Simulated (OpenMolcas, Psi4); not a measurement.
## A ladder of methods for SiH2O2F2 (SMILES O[Si](O)(F)F)

The species is SiH2O2F2 (7 atoms), meant as a singlet with charge 0. SMILES: `O[Si](O)(F)F`. Geometry: relaxed at PBE0-D4/def2-TZVP. This is one conformer, not always the lowest.

Quantity: the HOMO–LUMO gap, in eV. The values are calculated.

```json
{"level": "HF/def2-SVP", "kind": "Hartree–Fock", "program": "OpenMolcas", "value (eV)": "18.89", "CPU time": "4.7 s"}
{"level": "SVWN5/def2-SVP", "kind": "LDA", "program": "OpenMolcas", "value (eV)": "7.83", "CPU time": "11 s"}
{"level": "revPBE/def2-SVP", "kind": "GGA", "program": "OpenMolcas", "value (eV)": "7.82", "CPU time": "15 s"}
{"level": "M06-L/def2-SVP", "kind": "meta-GGA", "program": "OpenMolcas", "value (eV)": "9.00", "CPU time": "18 s"}
{"level": "BHLYP/def2-SVP", "kind": "global hybrid", "program": "OpenMolcas", "value (eV)": "13.30", "CPU time": "14 s"}
{"level": "PBE0-D4/def2-SVP (density fitting)", "kind": "global hybrid", "program": "Psi4", "value (eV)": "10.74", "CPU time": "4.7 s"}
{"level": "PBE0/def2-SVP", "kind": "global hybrid", "program": "OpenMolcas", "value (eV)": "10.74", "CPU time": "14 s"}
{"level": "B2PLYP/def2-SVP", "kind": "double hybrid", "program": "OpenMolcas", "value (eV)": "13.62", "CPU time": "11 s"}
```

The values span 7.82 to 18.89 eV. Orbital gaps aren't excitation energies, and those of double hybrids come from the SCF part alone; they tend to grow with the share of exact exchange. Times are those of the runs behind each value, whatever else they computed, on shared processors of several kinds: orders of magnitude only.
